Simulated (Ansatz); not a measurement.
Computed with Ansatz on PBE0-D4/def2-TZVP structures; ΔE is electronic, products minus reactants. CCSD(T)/CBS is the MP2 limit (def2-TZVPP, def2-QZVPP) plus CCSD(T) − MP2 in def2-TZVPP, frozen cores. This one scheme is used for every species. Functionals use def2-TZVPP. HSE06 is defined as in plane-wave codes. Triplets are unrestricted, without spin–orbit coupling. def2 core potentials past Kr. For Sb outer-core shells are correlated without core-valence functions, which leaves a few kJ/mol of doubt a bond. One conformer a species, not always the lowest.

`[OH][SbH][CH2][SiH3]` → `[CH2]` (triplet) + `[OH][SbH][SiH3]`  (formal loss of a carbene)

CCSD(T)/CBS gives +446.1 kJ/mol.

Q: Another level gave +424.7 kJ/mol. Which?
A. r2SCANh/def2-TZVPP
B. CAM-B3LYP/def2-TZVPP
C. ωB97X-V/def2-TZVPP
D. HSE06/def2-TZVPP

A: D. HSE06 424.7, CAM-B3LYP 429.5, r2SCANh 412.5, ωB97X-V 451.4 kJ/mol.

Largest T1 diagnostic among the species: 0.014.

From PBE to PBE0 (25 % exact exchange), in def2-TZVPP and without D4, ΔE moves by −5.9 kJ/mol. The D4 term adds +15.0 kJ/mol with B3LYP and +7.9 kJ/mol with PBE0; it sums over pairs of atoms, weighted by their polarisabilities, and B3LYP, whose exchange is more repulsive, gets the larger term. In def2-TZVPP, CCSD(T) changes the Hartree–Fock value by +147.3 kJ/mol (the triples alone add +12.8 kJ/mol) and MP2 by +165.3 kJ/mol.

B3LYP here is the variant with VWN-RPA as its local correlation; programs differ in this.
